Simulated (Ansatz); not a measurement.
C2H6GeO, SMILES `[CH3][GeH]1[CH2][O]1`. Total charge 0; spin multiplicity 1. The structure was optimised at the PBE0-D4/def2-TZVP level.

```xyz
10

C     0.986   -0.197   -1.307
Ge   -0.300    0.592   -0.095
C    -1.008   -0.349    1.394
O     0.179    0.400    1.662
H     1.869    0.439   -1.377
H     1.279   -1.174   -0.925
H     0.556   -0.314   -2.303
H    -0.765    2.019   -0.396
H    -0.891   -1.432    1.452
H    -1.905    0.016    1.896
```

Task: What is the dipole moment at ωB97M-V/def2-TZVPP? (Estimate.)

Result: The calculation gave: 2.74 D, with components (-0.58, -0.49, -2.64) D in this frame, pointing from negative to positive charge.

Task: And with PBE, r2SCAN, B3LYP? (Estimate.)

Result: The calculation gave: PBE 2.46 D, r2SCAN 2.53 D, B3LYP 2.67 D.

Task: Give the Mulliken charges with ωB97M-V, r2SCAN, PBE in def2-TZVPP. (An estimate is asked.)

Result: Ansatz gave: 
| atom | ωB97M-V | r2SCAN | PBE |
| --- | --- | --- | --- |
| C1 | -0.42 | -0.27 | -0.36 |
| Ge2 | 0.34 | 0.30 | 0.29 |
| C3 | -0.11 | 0.03 | -0.07 |
| O4 | -0.44 | -0.44 | -0.38 |
| H5 | 0.14 | 0.09 | 0.12 |
| H6 | 0.14 | 0.09 | 0.12 |
| H7 | 0.13 | 0.08 | 0.11 |
| H8 | 0.02 | -0.01 | -0.01 |
| H9 | 0.10 | 0.06 | 0.08 |
| H10 | 0.11 | 0.06 | 0.09 |

B3LYP here is the variant with VWN-RPA as its local correlation; programs differ in this.
